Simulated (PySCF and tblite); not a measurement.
Results of a calculation; reference values are marked as such.
System: C₆H₈O₂, numbered as in [CH2:1]=[CH:2][O:3]/[CH:4]=[C:5](\[CH3:6])[CH:7]=[O:8].

For the rotation about the C4–O3 bond (torsion C5–C4–O3–C2 from -180° to -23°, rising): electronic barrier 6.55 kcal/mol, zero-point change -0.59 kcal/mol, thermal and entropy terms at 250 K a further 0.26 kcal/mol (symmetry numbers apart). The minimum is Cs, the saddle C1. Level: PBE0/pcSseg-1 + D3(BJ) on GFN2-xTB stationary points, with GFN2-xTB thermal terms. Rate constants are transition-state-theory values, counting equivalent paths, without tunnelling. Programs: tblite and PySCF.

(1) How many equivalent paths lead out of the minimum?

(2) Work out the rate at 250 K.

## Answers

(1) 2: the symmetry number of the minimum is 1, that of the saddle displaced along its mode 1, and the displaced saddle is chiral while the minimum is not, which doubles the count.

(2) ΔG‡ = 6.22 kcal/mol; k_B T/h = 5.2×10¹² s⁻¹; exp(−ΔG‡/RT) = 3.7×10⁻⁶; times 2 gives k = 3.8×10⁷ s⁻¹. Wigner's tunnelling factor for the 161i cm⁻¹ mode would be 1.04.
